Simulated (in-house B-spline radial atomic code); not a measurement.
Response of neutral strontium as one setting changes: the radius of a hard wall (bohr). Method: PBE0. A dash marks a strongly mixed or unbound state. A box has no continuum, so excitations may lie above minus the highest level. Computed with an all-electron radial atomic-structure program (B-spline basis): linear response of the closed shell [Kr] 5s2 with the functional's adiabatic kernel; scalar-relativistic (spin-free one-electron X2C), finite nucleus, no spin-orbit coupling, no double excitations, S, P, D and F terms only; shells from n = 3 respond.

```
radius of a hard wall (bohr)  lowest 1P (eV)  lowest 3P, Tamm-Dancoff (eV)  minus highest occupied level (eV)  α (bohr³)
                         6.5   5s → 5p 4.533                 5s → 5p 2.656                              2.005      75.14
                           8               ?                             ?                                  ?          ?
                          10               ?                             ?                                  ?          ?
                          15   5s → 5p 2.772                 5s → 5p 1.589                              4.046      201.2
```

**Question.** What belongs in the row for 10?

**Answer.** lowest 1P (eV): 5s → 5p 3.101; lowest 3P, Tamm-Dancoff (eV): 5s → 5p 1.711; minus highest occupied level (eV): 3.888; α (bohr³): 166.1.

**Question.** What belongs in the row for 8?

**Answer.** lowest 1P (eV): 5s → 5p 3.630; lowest 3P, Tamm-Dancoff (eV): 5s → 5p 2.010; minus highest occupied level (eV): 3.352; α (bohr³): 119.5.
